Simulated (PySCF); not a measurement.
Geometry:
| atom | x (Å) | y (Å) | z (Å) |
| --- | --- | --- | --- |
| C1 | -1.191 | 1.810 | -0.124 |
| S2 | -0.141 | 0.647 | 0.772 |
| Al3 | -1.619 | -1.341 | 0.763 |
| C4 | 1.018 | 0.202 | -0.551 |
| C5 | 2.062 | -0.782 | -0.066 |
| F6 | 2.899 | -1.036 | -1.093 |
| F7 | 2.779 | -0.235 | 0.937 |
| H8 | -2.003 | 2.086 | 0.562 |
| H9 | -1.614 | 1.333 | -1.019 |
| H10 | -0.611 | 2.705 | -0.387 |
| H11 | -1.892 | -1.303 | -0.823 |
| H12 | -2.763 | -0.799 | 1.740 |
| H13 | -0.568 | -2.432 | 1.286 |
| H14 | 1.535 | 1.114 | -0.886 |
| H15 | 0.459 | -0.241 | -1.389 |
| H16 | 1.630 | -1.733 | 0.289 |

Geometry: PBE0-D3(BJ)/def2-SVP; GIAO absolute shieldings from PySCF, gas phase, non-relativistic, averaged over equivalent atoms.

At HF/pcSseg-1 (178 basis functions, 22 s wall time on 1 thread of an Arm Neoverse N1, shared host):
```tsv
atoms	σ (ppm)
C5	90.0
C4	151.9
C1	171.3
S2	642.3
Al3	460.4
F6	346.6
F7	348.0
H16	25.90
H11/H12/H13	28.00
H14	28.97
H15	29.18
H8/H9/H10	29.40
```

Task: Estimate the result of repeating the calculation with PBE0/pcSseg-1.

Result: 
```
      atoms  σ at PBE0/pcSseg-1  change
         C5                69.2   -20.8
         C4               138.4   -13.5
         C1               160.8   -10.5
         S2               576.1   -66.2
        Al3               416.0   -44.4
         F6               307.5   -39.1
         F7               306.7   -41.3
        H16               25.06   -0.84
H11/H12/H13               27.24   -0.76
        H14               28.55   -0.42
        H15               28.73   -0.45
  H8/H9/H10               29.03   -0.37
```

The largest change is at S2 (sulfur bonded to 2 C, Al). Cost: 178 basis functions, 57 s wall time on 1 thread of an Arm Neoverse N1, shared host. The order of the carbon signals is the same at both levels.
